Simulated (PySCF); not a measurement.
# Bond lengths and vibrations by method: BClF2H anion

These are calculations, not measurements. They come from PySCF 2.14.0, an open-source quantum chemistry program, on an isolated molecule that a program drew, which may never have been made. The molecule is BClF2H anion (charge -1, singlet), drawn as the SMILES string `F[BH-](F)Cl`.

The geometry was optimised and harmonic frequencies were computed with HF and MP2, all in the aug-cc-pV(D+d)Z basis, for the commonest isotopes, with a restricted reference for singlets and an unrestricted one otherwise, and a frozen core in MP2. Each result is a local minimum of its method.

Geometry at the HF minimum:
```xyz
5
BClF2H anion, angstrom
F    -0.1398    1.1038   -0.8960
B    -0.0546   -0.0156   -0.0657
F     1.2159   -0.5853   -0.1691
Cl   -0.2415    0.6448    1.8174
H    -0.9566   -0.8102   -0.2301
```

Lengths of the bonds as drawn, in Å (atoms numbered as above):
```
bond,HF,MP2
F1-B2,1.396,1.434
B2-F3,1.396,1.434
B2-Cl4,2.004,1.954
B2-H5,1.213,1.222
```

Rotational constants, in GHz:
```
constant     HF    MP2
       A   9.15  8.765
       B  4.072  4.139
       C  3.007  3.002
```

Harmonic frequencies in cm^-1, each column in rising order, so a row needn't be the same motion in every method:
| rank | HF | MP2 |
|---|---|---|
| 1 | 290 | 282 |
| 2 | 296 | 310 |
| 3 | 494 | 469 |
| 4 | 577 | ? |
| 5 | 1007 | 926 |
| 6 | 1047 | 958 |
| 7 | 1107 | 1059 |
| 8 | 1221 | 1127 |
| 9 | 2555 | 2494 |

**Estimate the missing MP2 frequency from the HF column.**

A single factor s that minimises the squared misfit of MP2 against s times HF over the other rows is sum(HF x MP2) / sum(HF^2) = 0.9568, with an rms misfit of 32 cm^-1. For rank 4 it gives 0.9568 x 577 = 552 cm^-1. The calculation gives 597 cm^-1, 45 cm^-1 above the estimate. The drawn bonds are on average 0.9 % longer in MP2 than in HF.
